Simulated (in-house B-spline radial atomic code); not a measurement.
Radial electron density of Tc II (Tc+), [Kr] 4d5 5s1. Level of theory: scalar-relativistic (X2C) r2SCAN0, spin-polarised, spherical fractional occupations, Fermi nucleus of rms radius 4.41117 fm; calculated with a B-spline radial code for spherical atoms.

One-electron X2C: radii and densities carry no picture-change correction, so inner-shell <1/r> comes out high (for 1s by about 2 % at Z = 33, 5 % at 54, 10 % at 75, 30 % at 118) and <r> low.

Columns: r (bohr), 4πr²n(r) (electrons per bohr), bar.

```
 0.00109     1.45 #
 0.00135    2.066 #
 0.00167    2.924 ##
 0.00207    4.129 ###
 0.00256    5.769 ####
 0.00316    7.964 #####
 0.00391    10.91 #######
 0.00484    14.75 ##########
 0.00599    19.59 #############
 0.00741    25.44 #################
 0.00917    32.18 #####################
  0.0113    39.21 ##########################
   0.014    46.12 ##############################
  0.0174     51.7 ##################################
  0.0215    54.57 ####################################
  0.0266    54.22 ####################################
  0.0329    51.08 ##################################
  0.0407    47.26 ###############################
  0.0504     46.1 ##############################
  0.0624    50.26 #################################
  0.0772    58.89 #######################################
  0.0955    66.56 ############################################
   0.118     66.5 ############################################
   0.146    57.15 ######################################
   0.181     45.8 ##############################
   0.224    42.93 ############################
   0.277    48.94 ################################
   0.343    52.19 ##################################
   0.424    43.15 #############################
   0.525    26.63 ##################
   0.649    14.97 ##########
   0.803    12.28 ########
   0.994    12.79 ########
    1.23    10.95 #######
    1.52    7.181 #####
    1.88    3.911 ###
    2.33    1.992 #
    2.88    1.008 #
    3.57   0.4477 
    4.41   0.1543 
    5.46  0.03521 
    6.76 0.004812 
    8.36 0.0003583 
    10.3 1.348e-05
```

On this grid the curve has 4 maxima, near 0.0215, 0.0955, 0.343, 0.994 bohr.

The 5s up radial function P(r) = rR(r), positive near the nucleus:

```tsv
r (bohr)	P
0.000465	0.007861
0.000712	0.01129
0.00109	0.01614
0.00167	0.0229
0.00256	0.03209
0.00391	0.04396
0.00599	0.05838
0.00917	0.07331
0.014	0.08346
0.0215	0.07846
0.0329	0.04352
0.0504	-0.02963
0.0772	-0.1139
0.118	-0.1237
0.181	0.02002
0.277	0.1962
0.424	0.09651
0.649	-0.2474
0.994	-0.2683
1.52	0.2373
2.33	0.6504
3.57	0.5236
5.46	0.1728
8.36	0.0185
```
